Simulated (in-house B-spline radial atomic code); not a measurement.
A calculation on Te IX (Te8+): its settings, and results tabulated from the run. Method: scalar-relativistic (X2C) BLYP, spin-polarised, spherical fractional occupations, Fermi nucleus of rms radius 4.7423 fm. Calculated with a radial B-spline atomic code at the basis-set limit.

Command:
```bash
python run_scf.py task.json out
```
Settings (nuclear radius in fm, mass in u):
```
Z                52
configuration    [Kr] 4d8
hamiltonian      x2c
method           b88,lyp
spin_polarised   True
nucleus          fermi
rms_radius       4.7423
atomic_mass      129.90622
speed_of_light   137.035999084
```

Output (hartree, bohr):
```
 radial grid: 65 intervals, B-splines of order 8, outer radius 11.954 bohr

 iter        energy (Eh)    residual
    1       -6754.176057    1.21e+00
    2       -6769.072433    5.99e-01
    3       -6775.524029    1.62e-01
    4       -6775.921310    3.93e-02
    5       -6775.936617    1.95e-02
    6       -6775.943257    2.58e-03
    7       -6775.943287    1.01e-04
    8       -6775.943287    2.59e-06
    9       -6775.943287    1.75e-07

 total energy                     -6775.94329
 kinetic                            7168.3681
 electron-nucleus                 -16260.0159
 Hartree                            2489.4619
 exchange-correlation               -173.7574

 orbital      occ     eigenvalue          <r>       <r^2>       <1/r>       r_max
 1s up      1.000     -1164.9561     0.027211   0.0010133     58.2962     0.01722
 1s down    1.000     -1164.9560    0.0272109   0.0010133     58.2962     0.01722
 2s up      1.000      -182.6603     0.119322   0.0168523     13.2533      0.1013
 2s down    1.000      -182.6341     0.119317   0.0168509     13.2543      0.1013
 2p up      3.000      -164.5922     0.104446   0.0133321     12.2509     0.08089
 2p down    3.000      -164.5720     0.104438   0.0133303     12.2517     0.08089
 3s up      1.000       -40.0508     0.321746    0.118468     4.66607      0.2927
 3s down    1.000       -40.0381     0.321703    0.118422     4.66604      0.2927
 3p up      3.000       -34.1650     0.319718     0.11867     4.35103      0.2861
 3p down    3.000       -34.1506      0.31966    0.118608     4.35106      0.2862
 3d up      5.000       -25.2142     0.296394    0.104049      4.0941      0.2375
 3d down    5.000       -25.1916     0.296357    0.103999     4.09393      0.2376
 4s up      1.000       -10.4968     0.752782    0.639061     1.88007      0.6971
 4s down    1.000       -10.4131     0.752672    0.639082     1.88124      0.6966
 4p up      3.000        -8.6301     0.800161    0.727023     1.71359      0.7308
 4p down    3.000        -8.5464      0.80049    0.727945     1.71363      0.7304
 4d up      5.000        -5.8544     0.900713    0.936858     1.46398      0.7893
 4d down    3.000        -5.7738     0.903016     0.94255      1.4614      0.7893
```

Cost of the run: 0.22 s on 1 thread of Arm Neoverse V2, with other jobs on the host.

One-electron X2C: radii and densities carry no picture-change correction, so inner-shell <1/r> comes out high (for 1s by about 2 % at Z = 33, 5 % at 54, 10 % at 75, 30 % at 118) and <r> low.
